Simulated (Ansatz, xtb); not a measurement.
**Two isomers of C6H7NO**

Structure I is `NC1=CC=C(C=O)C1`, a singlet and structure II is `NC1=CCC=C1C=O`, a singlet. Both are isolated molecules in the gas phase, relaxed with B3LYP/def2-SVP, each in the lowest conformer that the search found.

Energies in hartree; the thermal terms are from GFN2-xTB frequencies at re-optimised GFN2-xTB minima (ideal gas, soft modes damped towards free rotors, one conformer each, 298.15 K, 1 atm) and include the zero-point energy:

```
                              I           II
E, CCSD(T)/def2-SVP  −361.518816  −361.516104
    E, MP2/def2-SVP  −361.423722  −361.419415
  E, MP2/def2-TZVPP  −362.088259  −362.083556
  zero-point energy     0.115178     0.115039
       H(298 K) − E     0.123829     0.123508
       G(298 K) − E     0.083436     0.083628
```

Task: Correct the CCSD(T) difference for the basis set by the MP2 change, then work out ΔE, ΔE₀, ΔH and ΔG for I → II in kcal/mol (1 Eh = 627.51 kcal/mol) and the equilibrium ratio [II]/[I].

Result: 1. Differences II − I: CCSD(T) +0.002712, MP2 in the small set +0.004307, MP2 in the large set +0.004703 Eh.
2. ΔE = +0.002712 + (+0.004703 − (+0.004307)) = +0.003108 Eh = +1.95 kcal/mol.
3. ΔE₀ = ΔE + ΔZPE = +0.003108 + (−0.000139) Eh = +1.86 kcal/mol.
4. ΔH = ΔE + (−0.000321) Eh = +1.75 kcal/mol.
5. ΔG = ΔE + (+0.000192) Eh = +2.07 kcal/mol, so ΔS = (ΔH − ΔG)/T = −4.5 J/(mol K).
6. kT = 0.9442 mEh, so K = [II]/[I] = exp(−ΔG/kT) = exp(−3.50) ≈ 0.03.

Structure I is favoured at this temperature. An error of 1 kcal/mol in ΔG would change K by a factor of 5.4. Mirror images and further conformers aren't counted.

As drawn, both hold the same kinds of bond in the same numbers.

Other levels gave ΔE = +6.1 (GFN2-xTB); 0.0 (HF/STO-3G, GFN2-xTB geometries); +6.0 (r2SCAN-D4/def2-SVP, GFN2-xTB geometries); +4.8 (B3LYP/def2-SVP); +3.6 (HF/def2-SVP); +2.7 (MP2/def2-SVP); +1.7 (CCSD(T)/def2-SVP) kcal/mol. The correlated steps freeze 8 core orbitals. Programs: Ansatz 0.2.0, xtb 6.7.1.
